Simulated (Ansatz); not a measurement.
Reaction (ligand exchange at the Al–C bond): `C[CH]([AlH2])[GeH3]` + HBr → `[AlH2][Br]` + `C[CH2][GeH3]`

Gas-phase electronic energies from Ansatz, PBE0-D4/def2-TZVP geometries. CBS: MP2 limit from def2 TZ/QZ plus the TZ coupled-cluster correction, frozen cores. Functionals use def2-TZVPP. For Br, Ge outer-core shells are correlated without core-valence functions, which leaves a few kJ/mol of doubt a bond. Scalar relativity is left out up to krypton.

| level | ΔE (kJ/mol) |
| --- | --- |
| PBE-D4 | -163.9 |
| PBE0 | -174.7 |

Question: What does CCSD(T)/CBS give? (An estimate is asked.)

Answer: The calculation gave: -171.7 kJ/mol. The listed levels differ from it by 7.8, -3.0 kJ/mol.

Largest T1 diagnostic among the species: 0.011.

In def2-TZVPP, CCSD(T) changes the Hartree–Fock value by +29.0 kJ/mol (the triples alone add +3.9 kJ/mol) and MP2 by +26.2 kJ/mol. The D4 term adds +7.9 kJ/mol with B3LYP and +4.5 kJ/mol with PBE0; it sums over pairs of atoms, weighted by their polarisabilities, and B3LYP, whose exchange is more repulsive, gets the larger term.

B3LYP here is the variant with VWN-RPA as its local correlation; programs differ in this.
